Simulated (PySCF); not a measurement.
SMILES [Cl][Ge][Br] at its B3LYP/def2-SVP optimised geometry (Å):

```
3

Ge    -0.8636    -1.1611     0.0000
Cl     1.3474    -1.1611     0.0000
Br    -1.3474     1.1611     0.0000
```

Calculation: B3LYP/def2-TZVP (PySCF). Cells within 0.4 Å of a nucleus heavier than hydrogen are left out (blank, or x).

Map of the HOMO amplitude (bohr^(-3/2)) on the plane z = 0.0 Å; orbital energy -7.78 eV, overall sign arbitrary:

```
|5555555555555555555555555555555|
|5555555555555555555555555555555|
|5555555555555555555555555555555|
|5555555566666655555555555555555|
|5555555666666665555555555555555|
|5555555677777666555555555555555|
|5555556678888766555555555555555|
|4444555689999876655555555555555|
|4444445577899876655555555555555|
|44444334xxx79876655555555555555|
|44443222xxx57766555555555555555|
|44433211xxx56665555555555555555|
|4443321002234555555555555555555|
|4443321000123455555555555555555|
|4444332111123444555555555555555|
|4444433222233444445556666655555|
|4444444333344444444556776665555|
|5544445555544444444467887665555|
|5555555666655544333357998766555|
|5555566677xxx5543222xxx98766555|
|5555567787xxxx543201xxx88766555|
|5555667888xxx6643200xxx77665555|
|5555667888766765421013466665555|
|5555667789988765432123455555555|
|5555666788888765443333445555555|
|5555566677777765544334445555555|
|5555556667776665544444445555555|
|5555555666666655544444445555555|
|5555555556665555554444445555555|
|5555555555555555555444455555555|
|5555555555555555555555555555555|
```
Scale: ten equal steps from -0.165 (start of '0') to 0.159 (end of '9'), in the order '0123456789'; x runs from -3.50 to 3.50, y from -3.50 (bottom) to 3.50 (top).
